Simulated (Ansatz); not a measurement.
`[F][SnH3]` and `[Br][SnH3]` differ in one element.

Ansatz, PBE0-D4/def2-TZVP geometries, multiplicity 1. 

Elements past krypton have def2 core potentials. Scalar relativity is left out up to krypton.

```
                                      property  `[F][SnH3]`
           HOMO–LUMO gap (PBE/def2-TZVPP) / eV         6.26
          HOMO–LUMO gap (PBE0/def2-TZVPP) / eV         8.54
       HOMO–LUMO gap (ωB97M-V/def2-TZVPP) / eV        12.31
         HOMO–LUMO gap (B3LYP/def2-TZVPP) / eV         8.06
           LUMO energy (B3LYP/def2-TZVPP) / eV        -1.11
zero-point energy (PBE0-D4/def2-TZVP) / kJ/mol         57.8
```

What does the change do to each property? (An estimate is asked.)

Ansatz gave: 
```tsv
property	`[Br][SnH3]`	shift
HOMO–LUMO gap (PBE/def2-TZVPP) / eV	4.99	-1.27
HOMO–LUMO gap (PBE0/def2-TZVPP) / eV	7.08	-1.46
HOMO–LUMO gap (ωB97M-V/def2-TZVPP) / eV	10.96	-1.35
HOMO–LUMO gap (B3LYP/def2-TZVPP) / eV	6.55	-1.51
LUMO energy (B3LYP/def2-TZVPP) / eV	-1.35	-0.24
zero-point energy (PBE0-D4/def2-TZVP) / kJ/mol	55.2	-2.6
```

With PBE0 the HOMO rises by 1.21 eV and the LUMO falls by 0.25 eV, so the gap narrows by about 1.46 eV. PBE moves the HOMO by 0.98 eV and ωB97M-V by 1.26 eV.

B3LYP here is the variant with VWN-RPA as its local correlation; programs differ in this.

Spin–orbit coupling is left out; it splits and shifts lone-pair levels of the heavy atoms by tenths of an eV.
